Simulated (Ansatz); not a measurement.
The dipole moment down a group: C to Ge

One atom is swapped for its congeners: SiH2(CH3); SiH3(SiH2); GeH3(SiH2). All are doublets with charge 0.

Shapes, held fixed at every level: PBE0-D4/def2-TZVP. Programs: Ansatz 0.2.0. Values in D.

Problem. How should the dipole moment change along the series?

Solution. At wB97M-V/def2-TZVPP the dipole moment isn't monotonic: it is largest for C and smallest for Si (0.88 and 0.10 D). 1 of 4 levels show this order throughout; 2 agree on the largest and the smallest. Open shells run unrestricted unless RO is named. Relativity is left out for Ge unless named. Magnitudes only: a dipole under 1 D may point either way.

```
               level  SiH2(CH3)  SiH3(SiH2)  GeH3(SiH2)
   PBE-D4/def2-TZVPP       0.96        0.06        0.06
r2SCAN-D4/def2-TZVPP       0.95        0.05        0.03
 B3LYP-D4/def2-TZVPP       0.89        0.05        0.05
  wB97M-V/def2-TZVPP       0.88        0.10        0.12
```
